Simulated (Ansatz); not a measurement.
Reaction (atomization): `[CH3][GeH2][CH2][AlH2]` → Al• + 2 C• + Ge• + 9 H•

Program: Ansatz. Geometries: PBE0-D4/def2-TZVP. ΔE: electronic, gas phase. CCSD(T)/CBS adds triple-zeta CCSD(T) − MP2 to the extrapolated MP2 energy (def2 sets, frozen cores). This one scheme is used for every species, atoms too. Functionals use def2-TZVPP. Open shells (•) are unrestricted, without spin–orbit coupling. Spin–orbit coupling would lower the free atoms: a little for Al, C; clearly for Ge. Bonds to Ge are less sure, by a few kJ/mol each and by 10 to 20 or more in all where they break to atoms, as the def2 sets lack core-valence functions. Scalar relativity is left out up to krypton. One conformer a species, not always the lowest.

`[CH3][GeH2][CH2][AlH2]`:

Cartesian coordinates in Å:
```
C -1.853 0.295 -0.939
Ge -0.193 0.809 -0.062
C 1.364 -0.288 -0.492
Al 1.377 -0.971 1.346
H -2.700 0.828 -0.508
H -1.792 0.527 -2.003
H -2.011 -0.777 -0.821
H -0.365 0.439 1.487
H 0.059 2.325 -0.062
H 1.122 -1.005 -1.277
H 2.211 0.327 -0.791
H 2.262 -0.243 2.444
H 0.520 -2.267 1.677
```

```
             level  ΔE (kJ/mol)  difference from CCSD(T)/CBS
           ωB97M-V       4191.4                        -15.4
            B2PLYP       4137.9                        -68.9
               PBE       4165.8                        -41.0
            r2SCAN       4198.0                         -8.8
SCS-MP2/def2-TZVPP       4133.5                        -73.3
CCSD(T)/def2-TZVPP       4126.8                        -80.0
    MP2/def2-QZVPP       4166.6                        -40.2
SCS-MP2/def2-QZVPP       4188.4                        -18.4
     MP2/CBS(def2)       4200.1                         -6.7
    CCSD/CBS(def2)       4163.0                        -43.8
       CCSD(T)/CBS       4206.8                            0
```

Largest T1 diagnostic among the species: 0.018.

From PBE to PBE0 (25 % exact exchange), in def2-TZVPP and without D4, ΔE moves by −14.3 kJ/mol: exact exchange takes away binding that semilocal exchange gives to molecules. In def2-TZVPP, CCSD(T) changes the Hartree–Fock value by +956.8 kJ/mol (the triples alone add +43.8 kJ/mol) and MP2 by +950.1 kJ/mol; breaking electron pairs costs correlation energy, which Hartree–Fock lacks.

For atomizations the MP2-based limit and the directly extrapolated one differ by several kJ/mol either way, and by 10 to 25 for some Ge, Se and Sn compounds, so smaller differences from it don't rank the levels.
